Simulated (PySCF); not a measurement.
A side-by-side comparison of computed properties.

First species: tert-butyl isocyanate, C5H9NO.
Cartesian coordinates in Å at the GFN2-xTB level; atoms count from 1:
```
atom  x, y, z in Å
C1    -0.199   -0.818    1.238
C2    -0.074   -0.027   -0.068
C3    -0.133    1.478    0.209
C4    -1.175   -0.435   -1.049
N5     1.172   -0.345   -0.694
C6     2.354   -0.335   -0.595
O7     3.508   -0.410   -0.686
H8    -0.126   -1.885    1.042
H9    -1.159   -0.613    1.706
H10    0.593   -0.538    1.929
H11   -1.091    1.737    0.651
H12    0.660    1.770    0.894
H13   -0.012    2.037   -0.717
H14   -1.110   -1.499   -1.262
H15   -1.064    0.109   -1.983
H16   -2.152   -0.218   -0.627
```

Second species: C4H17NSi3.
Numbering: `[CH3:1][C:2]([CH3:3])([CH3:4])[NH:5][SiH2:6][SiH2:7][SiH3:8]` (hydrogens: H9, H10, H11 on C1; H12, H13, H14 on C3; H15, H16, H17 on C4; H18 on N5; H19, H20 on Si6; H21, H22 on Si7; H23, H24, H25 on Si8)

Structure used (GFN2-xTB), in Å, numbered top down from 1:
```
atom  x, y, z in Å
C1    -1.9151    0.7324    1.5365
C2    -1.6066    0.1791    0.1400
C3    -2.3863    0.9772   -0.9140
C4    -2.0115   -1.2904    0.0744
N5    -0.1762    0.3023   -0.0835
Si6    0.7855   -0.5250   -1.2429
Si7    2.9149    0.2833   -0.8856
Si8    3.9685   -0.4491    1.0388
H9    -1.6456    1.7856    1.5980
H10   -2.9743    0.6358    1.7620
H11   -1.3450    0.1876    2.2853
H12   -2.1615    0.5935   -1.9062
H13   -3.4570    0.8991   -0.7420
H14   -2.1049    2.0281   -0.8790
H15   -1.8608   -1.6809   -0.9278
H16   -1.4081   -1.8716    0.7661
H17   -3.0600   -1.4026    0.3391
H18    0.1273    1.2352    0.1565
H19    0.2844   -0.4048   -2.6297
H20    0.6978   -1.9637   -0.9475
H21    2.9358    1.7598   -0.9110
H22    3.7376   -0.0611   -2.0568
H23    3.0059   -1.0028    1.9975
H24    4.7006    0.5916    1.7683
H25    4.9436   -1.5145    0.7874
```

Levels: PBE0/pcSseg-1 for dipole moment, HOMO energy, LUMO energy and HOMO–LUMO gap; GFN2-xTB for rotational constant A and rotational constant C. Geometries: GFN2-xTB. Each structure is a single optimised conformer of the isolated species, non-relativistic unless stated. Electronic properties by PySCF.

The conformers computed, where there is a choice (atom-mapped SMILES and torsion angles):
- `[CH3:1][C:2]([CH3:3])([CH3:4])[N:5]=[C:6]=[O:7]`: C1–C2–N5–C6 -61°
- `[CH3:1][C:2]([CH3:3])([CH3:4])[NH:5][SiH2:6][SiH2:7][SiH3:8]`: C1–C2–N5–Si6 161°, C2–N5–Si6–Si7 180°, N5–Si6–Si7–Si8 73°

Values for the first species:

* Dipole moment: 3.30 D
* HOMO energy: -7.90 eV
* LUMO energy: 0.67 eV
* HOMO–LUMO gap: 8.57 eV
* Rotational constant A: 4.566 GHz
* Rotational constant C: 1.603 GHz

(1) Estimate the same properties for the second species, and the change in each.

## Answers

(1) 
```
             property      first     second  second less first
        dipole moment     3.30 D     1.44 D            -1.86 D
          HOMO energy   -7.90 eV   -6.75 eV           +1.15 eV
          LUMO energy    0.67 eV   -0.33 eV           -1.00 eV
        HOMO–LUMO gap    8.57 eV    6.42 eV           -2.15 eV
rotational constant A  4.566 GHz  2.025 GHz         -2.541 GHz
rotational constant C  1.603 GHz  0.457 GHz         -1.146 GHz
```

On the first: The dipole equals about 11.0 × 10⁻³⁰ C·m (1 D = 3.33564 × 10⁻³⁰ C·m).

On the second: In atomic units the dipole is 0.57 e·bohr (1 au = 2.5417 D). GFN2-xTB frequencies show an imaginary mode (41i cm⁻¹), so this geometry is no minimum at that level.
